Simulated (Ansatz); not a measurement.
F2H5NSi2, SMILES F[SiH](F)N[SiH3].

Geometry: TPSSh-D3(BJ)/def2-SVP. The structure was generated by enumeration, and PubChem lists no compound with its InChIKey, so it may never have been made. The values are those of a single conformer.

Two levels are set side by side: PBE/def2-SVPD (Ansatz, a first-principles code) and CAM-B3LYP/def2-SVPD (Ansatz). Energy differences of separate SCF runs at the same geometry; the states with an electron removed or added have multiplicity 2 and 2. Differences are taken from unrounded values.

```
quantity                           CAM-B3LYP    PBE  PBE minus CAM-B3LYP
---------------------------------  ---------  -----  -------------------
vertical ionisation energy (eV)        10.62  10.15                -0.46
vertical singlet–triplet gap (eV)       6.68   6.00                -0.68
```
